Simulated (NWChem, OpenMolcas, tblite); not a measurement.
**How methods differ on AgI (SMILES [Ag][I])**

The species is AgI (2 atoms), meant as a singlet with charge 0. SMILES: `[Ag][I]`. The bond length is the measured one.

```tsv
atom	x (Å)	y (Å)	z (Å)
Ag	0.0000	0.0000	0.0000
I	0.0000	0.0000	2.5446
```

Each level gives the dipole moment (D). The values are calculated.

| level | kind | program | value (D) | CPU time |
| --- | --- | --- | --- | --- |
| IPEA1-xTB | semi-empirical | tblite | 4.43 | under 2 s |
| HF/def2-TZVPPD (core potential) | Hartree–Fock | OpenMolcas | 6.72 | 15 s |
| SVWN5/def2-TZVPPD (core potential) | LDA | OpenMolcas | 3.92 | 22 s |
| PBE/def2-TZVPPD (core potential) | GGA | OpenMolcas | 4.18 | 25 s |
| revPBE/def2-TZVPPD (core potential) | GGA | OpenMolcas | 4.29 | 27 s |
| M06-L/def2-TZVPPD (core potential) | meta-GGA | NWChem | 4.51 | 62 s |
| TPSS/def2-TZVPPD (core potential) | meta-GGA | NWChem | 4.51 | 45 s |
| B3LYP/def2-TZVPPD (core potential) | global hybrid | NWChem | 4.62 | 40 s |
| wB97X/def2-TZVPPD (core potential) | range-separated hybrid | NWChem | 5.41 | 4.7 min |

The values span 3.92 to 6.72 D. CPU times are rough (shared hosts, several kinds of processor): they show what a rung costs within a factor of a few.
